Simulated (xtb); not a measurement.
trichloro(chlorosilyl)silane (Cl4H2Si2), SMILES Cl[Si]([SiH2]Cl)(Cl)Cl. All values are semi-empirical tight-binding results from xtb (GFN2-xTB unless named), good for trends rather than for accurate numbers. Geometry: GFN2-xTB. Other conformers were not sampled.

point group as xtb finds it: Cs
orbital gap: 4.56 eV
dipole moment: 1.47 D
zero-point energy: 14.3 kcal/mol
G − E(el) at 298.15 K (modified RRHO): -9.3 kcal/mol
static polarisability (D4 model): 109.7 bohr³
solvation energy, GFN2-xTB/ALPB(water): -2.3 kcal/mol
solvation energy, GFN2-xTB/ALPB(hexane): -6.7 kcal/mol
